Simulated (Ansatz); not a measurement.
`C[N](C)[Al]([OH])[OH]` + `[OH][Sn][O][SiH3]` → `[OH][Al]([OH])[O][SiH3]` + `C[N](C)[Sn][OH]`  (redistribution)

Isolated molecules relaxed with PBE0-D4/def2-TZVP in Ansatz; ΔE leaves out vibrations. CBS: MP2 limit from def2 TZ/QZ plus the TZ coupled-cluster correction, frozen cores. This one scheme is used for every species. Functionals use def2-TZVPP. B3LYP here is the variant with VWN-RPA as its local correlation; programs differ in this. def2 core potentials past Kr. For Sn outer-core shells are correlated without core-valence functions, which leaves a few kJ/mol of doubt a bond. Each species was taken in one conformer, which may not be the lowest.

| level | ΔE (eV) |
| --- | --- |
| ωB97X-V | -0.20 |
| ωB97M-V | -0.21 |
| B2PLYP | -0.28 |
| r2SCAN | -0.27 |
| B3LYP | -0.26 |
| HF/def2-TZVPP | -0.25 |
| SCS-MP2/def2-TZVPP | -0.29 |
| MP2/CBS(def2) | -0.30 |

Question: What does CCSD(T)/CBS give? (Estimate.)

Answer: The calculation gave: -0.27 eV. The listed levels differ from it by 0.07, 0.06, -0.01, 0.00, 0.01, 0.02, -0.02, -0.03 eV.

Largest T1 diagnostic among the species: 0.017.

In def2-TZVPP, CCSD(T) changes the Hartree–Fock value by −0.05 eV (the triples alone add −0.01 eV) and MP2 by −0.07 eV.
